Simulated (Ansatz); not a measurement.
A barrier at the coupled-cluster level

Start structure (Si2H7OF, closed shell), relaxed at PBE0-D4/def2-TZVP:

| atom | x (Å) | y (Å) | z (Å) |
| --- | --- | --- | --- |
| Si1 | -1.4408 | 0.0277 | 1.0956 |
| F2 | -1.5035 | -1.3569 | 0.3045 |
| H3 | -2.7923 | 0.2324 | 1.6675 |
| H4 | -1.0370 | 1.0834 | 0.1478 |
| O5 | -0.2955 | -0.0122 | 2.2534 |
| H6 | 1.5750 | -0.4570 | -0.3317 |
| Si7 | 1.5013 | 0.1124 | -1.7005 |
| H8 | -0.4417 | -0.5437 | 3.0368 |
| H9 | 0.2291 | -0.2996 | -2.3448 |
| H10 | 1.5578 | 1.5945 | -1.6224 |
| H11 | 2.6475 | -0.3811 | -2.5061 |

The step: SiH₃OF ([OH][SiH2][F]) + SiH₄ → Si₂H₆O ([OH][SiH2][SiH3]) + HF; bonds formed: Si1–Si7, F2–H6; bonds broken: Si1–F2, H6–Si7. Ansatz 0.2.0; basis: def2-TZVPP and def2-QZVPP; cores frozen in the correlated methods. Extrapolation: Hartree–Fock as exp(−7.88 √X), correlation as X^−2.97. Energies below are by CCSD(T) at an estimated basis limit (MP2 extrapolated from triple and quadruple zeta, plus CCSD(T) − MP2 in triple zeta).

What are the electronic barrier and the energy of the step, from the start structure to the end structure? (To be estimated.)

The calculation gives: Barrier 71.00 kcal/mol; step energy 35.31 kcal/mol (uphill); reverse barrier, their difference, 35.69 kcal/mol. Barrier and step energy count from the start structure, the reverse barrier from the end structure.

The saddle point: One imaginary mode of 1067i cm⁻¹.
```csv
pair,start (Å),saddle (Å),end (Å)
Si1–Si7,4.06,2.57,2.36
F2–H6,3.27,1.19,0.93
Si1–F2,1.60,2.02,3.48
H6–Si7,1.48,1.82,2.73
```

Zero-point energy (harmonic, PBE0-D4): ZPE is 41.46 kcal/mol at the start and 40.70 kcal/mol at the saddle, so the barrier goes from 71.00 to 70.24 kcal/mol.

The T1 diagnostic stays at or below 0.014.

Labels in which every atom is bracketed show which atoms are joined, not bond orders.

For scale, one of the runs: CCSD(T)/def2-TZVPP, 244 basis functions, launched by `ansatz run in.yaml --threads 4 --pin off --events-out ev --progress --plain --max-ram 9574MiB`. The run took 2.8 min on 4 CPU threads of an Intel Xeon (shared host), with 4.7 GiB of host memory at its peak.
